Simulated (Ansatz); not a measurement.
Basis-set extrapolation for CH$_{7}$FO$_{2}$Si$_{2}$, SMILES `C[Si@H](O)[Si@H](O)F` (PBE0-D4/def2-TZVP geometry, frozen core, the Gaussian-basis code of Ansatz). Multiplicity 1, RHF reference.

```json
{"": "HF", "def2-TZVPP": "-869.310729", "def2-QZVPP": "-869.343399"}
{"": "MP2 correlation", "def2-TZVPP": "-1.147243", "def2-QZVPP": "-1.242273"}
{"": "CCSD(T) correlation", "def2-TZVPP": "-1.229590", "def2-QZVPP": "not run"}
```

Energies in hartree. Use E(X) = E(∞) + A·exp(−7.88·√X) for Hartree–Fock and E(X) = E(∞) + B·X^(−2.97) for correlation, with X = 3 and 4, and add CCSD(T) minus MP2 of the smaller set to the MP2 limit.

Problem. What is the CCSD(T) energy at the basis-set limit?

Solution. HF limit: -869.343399 + (-0.032670) × 0.13774 = -869.34790. MP2 limit: -1.242273 + (-0.095030) × 0.74074 = -1.31267. Higher-order term: -1.229590 − (-1.147243) = -0.08235. Total: -870.74292 hartree, 531.9 kJ/mol below CCSD(T)/def2-TZVPP.
